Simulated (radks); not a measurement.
The numbers below are computed, except where a source is named.
Q: Radial electron density D(r) = 4 pi r^2 rho(r) of an atom or ion with 22 electrons. Code: a radial shooting solver on a logarithmic mesh with Libxc functionals. Model: scalar-relativistic Kohn-Sham, LDA (Slater exchange, Perdew-Wang correlation), spin-unpolarised, spherical densities, finite nucleus; Fermi nuclear charge, rms radius of each element as measured or else 0.836 A^(1/3) + 0.57 fm.

r (bohr)  D(r) (e/bohr)
0.003932          1.244
0.004505          1.586
0.005161          2.016
0.00596           2.586
0.006828          3.256
0.007823          4.077
0.008963          5.073
0.01027           6.265
0.01176           7.675
0.01348           9.312
0.01544           11.18
0.01769           13.25
0.02027           15.49
0.02322           17.82
0.0266            20.13
0.03073           22.40
0.0352            24.19
0.04033           25.46
0.0462            26.06
0.05294           25.91
0.06065           25.02
0.06948           23.58
0.07961           21.89
0.0912            20.41
0.1045            19.59
0.1197            19.79
0.1372            21.12
0.1571            23.31
0.1815            25.86
0.2079            27.59
0.2382            27.80
0.2729            26.05
0.3126            22.46
0.3582            17.80
0.4104            13.20
0.4702            9.795
0.5387            8.191
0.6171            8.265
0.707             9.254
0.81              10.17
0.928             10.25
1.072             9.217
1.228             7.466
1.407             5.489
1.612             3.735
1.847             2.438
2.116             1.610
2.424             1.133
2.777            0.8599
3.181            0.6774
3.645            0.5248
4.176            0.3831
4.784            0.2561
5.525            0.1486
6.33            0.07813
7.252           0.03568
8.309           0.01396
9.519          0.004625
10.91          0.001285
12.49         0.0002972

What is the nuclear charge?

A: Z = 22. The innermost maximum, from 1s, lies near gamma/Z bohr with gamma = sqrt(1 - (Z/c)^2) = 0.987, here 0.0449 bohr (found: 0.0481), and its height grows with Z. The density is that of neutral titanium in [Ar] 3d3 4s1; the configuration itself is not fixed sharply by these data, and Z only to about a unit. D(r) has 3 maxima, at r = 0.0481, 0.227, 0.878 bohr, and minima at 0.109, 0.570 bohr, inside which lie 2.13, 10.45 electrons.
